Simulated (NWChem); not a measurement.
System: Si2H4, singlet; SMILES [SiH][SiH3]

The following NWChem deck was run.

```
start job
memory heap 200 mb stack 900 mb global 1100 mb
geometry units angstroms noautoz
  Si     0.124823     1.337302     0.486134
  H      1.181604     1.355610    -0.626344
  Si    -0.088778    -1.018395     0.114251
  H      1.246953    -1.672660     0.322424
  H     -0.497344    -1.251111    -1.312230
  H     -1.083010    -1.703476     0.998124
end
basis spherical
  Si library def2-tzvp
  H library def2-tzvp
end
dft
  xc m05-2x
  iterations 150
  mulliken
end
task dft energy
```

Low-valent species are run as closed-shell singlets; no triplet was tried in these runs. Coordinates come from a PBE0/def2-SVP optimisation.

Task: Predict the main results of this run. (M05-2X/def2-TZVP.) Quantities: energy (Ha); highest occupied level (eV); orbital gap (eV); dipole (D).

Result: 
| Property | Result |
|---|---|
| energy (Ha) | -581.30 |
| highest occupied level (eV) | -7.64 |
| orbital gap (eV) | 5.17 |
| dipole (D) | 0.28 |
